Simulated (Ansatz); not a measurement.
Born–Oppenheimer molecular dynamics of H$_{7}$NSn (9 atoms, charge 0, multiplicity 1). It starts at the highest image of a converged band. Of that band: Beside the main top the profile has a ripple of under 15 meV (maxima at images 3, 5), which may be a very shallow well or noise. A structure lower than the last end lies on the path between it and the top, so the climb from that side starts below the end, which may itself be a saddle point or a shallow side well. A vibrational analysis at the climbing image gives one clearly imaginary mode, 1306i cm⁻¹: a first-order saddle point.

All numbers below come from Ansatz, RKS PBE-D4/def2-SVP.

```yaml
ensemble: NVE (velocity Verlet)
time_step: 0.5 fs
steps_asked: 200
starting_velocities_drawn_for: 100 K
seed: 10679
```

First frame:

```xyz
9
Properties=species:S:1:pos:R:3
Sn -0.300 0.025 -0.216
H -0.240 -1.071 1.727
H 1.127 0.827 0.325
H -1.028 1.071 -1.425
H -0.131 -1.519 -0.968
N -2.020 0.233 1.213
H -2.902 -0.208 0.905
H -2.246 1.177 1.568
H -1.189 -0.535 1.799
```

How far do the bonds stretch over the last three quarters of this one trajectory? (Pairs bonded in most of those frames.)


| bond | mean (Å) | spread (Å) | shortest | longest |
| --- | --- | --- | --- | --- |
| Sn1–H2 | 1.739 | 0.097 | 1.58 | 1.89 |
| Sn1–H3 | 1.747 | 0.037 | 1.68 | 1.83 |
| Sn1–H4 | 1.739 | 0.035 | 1.67 | 1.80 |
| Sn1–H5 | 1.749 | 0.032 | 1.70 | 1.83 |
| N6–H7 | 1.034 | 0.013 | 1.01 | 1.06 |
| N6–H8 | 1.033 | 0.010 | 1.01 | 1.06 |
| N6–H9 | 1.036 | 0.020 | 1.00 | 1.07 |

Mean temperature of the second half: 1440 K. The conserved energy stayed within 0.11 meV per atom of its start (net change -0.098 meV per atom), so the integration is sound. The kinetic energy rose, since the run started high on the potential surface and went downhill. It ends in pieces (H3N + H4Sn), so much of that is their flight and rotation, not heat. A run of 0.1 ps of so small a system gives no equilibrium averages. The orbitals stay closed-shell, which can raise the energy where a bond breaks towards radicals; this wasn't checked here.

The run took 2.6 min on 2 threads of AMD EPYC 7R32 (Zen 2), on a shared host, peak memory 0.18 GiB.
